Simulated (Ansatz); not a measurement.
A series at In: from `[SiH3][O][In]([O][SiH3])[O][SiH3]`, ligands are replaced one by one, each step taking up H–F and setting free `O[SiH3]`; n counts the steps. Ansatz, PBE0-D4/def2-TZVP geometries. Each molecule was computed in one conformer, which needn't be the lowest.

CBS adds triple-zeta CCSD(T) − MP2 to the MP2 limit, frozen cores; atoms without spin–orbit coupling. Elements past krypton have def2 core potentials. Outer-core shells of In are correlated without core-valence functions. Spin–orbit coupling is left out.

```json
{"n": "0", "molecule": "`[SiH3][O][In]([O][SiH3])[O][SiH3]`", "atomization energy, CCSD(T)/CBS (kJ/mol)": "5283.2"}
{"n": "1", "molecule": "`[F][In]([O][SiH3])[O][SiH3]`", "atomization energy, CCSD(T)/CBS (kJ/mol)": "?"}
{"n": "2", "molecule": "`[F][In]([F])[O][SiH3]`", "atomization energy, CCSD(T)/CBS (kJ/mol)": "2591.0"}
{"n": "3", "molecule": "`[F][In]([F])[F]`", "atomization energy, CCSD(T)/CBS (kJ/mol)": "1243.2"}
```

Q: By hand: fit a straight line y = ȳ + b (n − n̄) to the 3 given rows and predict n = 1.

A: n̄ = 1.667, ȳ = 3039.13; Σ(n − n̄)(y − ȳ) = -6284.07, Σ(n − n̄)² = 4.667, so b = -1346.49 kJ/mol a step. Prediction: 3039.13 + (-1346.49) × (-0.667) = 3937.2 kJ/mol.

Q: By hand: compare with the computed value, 3937.7 kJ/mol, and give the steps along the whole series.

A: The line misses by 0.5 kJ/mol (computed minus predicted). Steps: -1345.5, -1346.7, -1347.8 kJ/mol.

The steps differ by at most 2.3 kJ/mol, 0.2 % of a mean step, so the ligands' effects nearly add and a line is close. The miss is 0.0 % of the series' range. The energies themselves are unsure by some kJ/mol a bond, though much of that is common to the series.
